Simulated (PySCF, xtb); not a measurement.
C4H7F, SMILES C=C[C@H](C)F.

xtb with GFN2-xTB at its own geometry gives an orbital gap of 5.44 eV and a dipole moment of 2.25 D.

Coordinates come from a PBE-D3(BJ)/def2-SVP optimisation. Other conformers were not sampled.

**Question.** What does PBE/def2-TZVP in PySCF give? (The exact figures need the calculation; the answer reports its results.)

**Answer.** gap 5.47 eV (levels -6.45 and -0.98 eV), dipole 1.69 D.
